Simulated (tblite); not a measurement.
C₇H₁₆P₂.
Cartesian coordinates in Å at the GFN2-xTB level; atoms count from 1:
```xyz
25
C7H16P2 angstrom
C     -1.317   -0.504    2.243
P     -1.305   -0.089    0.592
C     -2.706    0.086   -0.649
C     -0.488    1.545    0.443
C      0.993    1.317    0.707
P      1.854    0.722   -0.834
C      3.115   -0.361   -0.027
C      0.630   -0.582   -1.374
C     -0.176   -1.247   -0.269
H     -1.974    0.159    2.806
H     -1.617   -1.544    2.374
H     -3.291   -0.834   -0.637
H     -3.346    0.905   -0.316
H     -2.365    0.288   -1.662
H     -0.661    2.004   -0.533
H     -0.926    2.186    1.214
H      1.099    0.591    1.521
H      1.485    2.247    1.009
H      3.819    0.275    0.508
H      2.661   -1.062    0.673
H      3.658   -0.908   -0.796
H     -0.044   -0.103   -2.091
H      1.204   -1.330   -1.932
H      0.469   -1.673    0.503
H     -0.781   -2.060   -0.686
```

Calculated harmonic vibrations of the isolated species, GFN2-xTB (tblite), most abundant isotopes, no scaling. The method is semi-empirical: single wavenumbers can be off by several per cent or more. One conformer, not necessarily the lowest.

Harmonic wavenumbers (cm⁻¹): 58.4, 142.2, 158.3, 174.7, 178.1, 198.3, 232.4, 241.3, 268.1, 281.7, 299.2, 307.5, 341.6, 368.6, 425.9, 605.9, 632.5, 676.4, 693.0, 704.6, 738.0, 754.5, 762.0, 788.6, 793.4, 824.3, 836.9, 849.8, 895.2, 901.4, 925.1, 1007.2, 1046.4, 1054.9, 1058.0, 1072.2, 1110.2, 1139.2, 1244.8, 1248.2, 1253.4, 1269.0, 1301.7, 1316.4, 1401.3, 1416.0, 1426.0, 1434.2, 1437.3, 1438.9, 1444.8, 1454.2, 1456.5, 2903.8, 2910.5, 2926.6, 2929.7, 2940.7, 2941.8, 2944.4, 2950.2, 2952.8, 2957.0, 2985.5, 2987.2, 2991.1, 3002.1, 3008.5, 3013.8.

A = 1994, B = 817.1, C = 778.7 MHz; mass 162.073 u (most abundant isotopes); point group C1, symmetry number 1.

What is the zero-point energy?

Half the sum of the wavenumbers: 45717 cm⁻¹ = 130.71 kcal/mol.

Give the ideal-gas entropy at 400 K and 1 bar in the rigid-rotor, harmonic-oscillator model (classical rotation).

Translation 42.64, rotation 30.79, vibration 48.38: S = 121.8 cal/(mol K).

And Cp and H(400 K) − H(0)?

Cp = 63.11 cal/(mol K), of which vibrations give 55.16 (their classical limit is 69 R = 137.1); H(400 K) − H(0) = 14.02 kcal/mol without the zero-point energy, 10.84 from vibrations.

Which modes carry the vibrational entropy at 400 K?

58.4 cm⁻¹: 5.09; 142.2 cm⁻¹: 3.34; 158.3 cm⁻¹: 3.13; 174.7 cm⁻¹: 2.94; 178.1 cm⁻¹: 2.91; 198.3 cm⁻¹: 2.70 cal/(mol K); the other 63 give 28.27 together.

What must be added to the electronic energy to get the Gibbs energy at 400 K and 1 bar?

ZPE + [H(400 K) − H(0)] − T·S = 130.71 + 14.02 − 48.73 = 96.00 kcal/mol.

Hindered rotation and anharmonicity are outside this model. Other conformers, if any are populated, would add a mixing term that is left out. The structure is chiral; the term R ln 2 for an equal mix with its mirror image is left out.
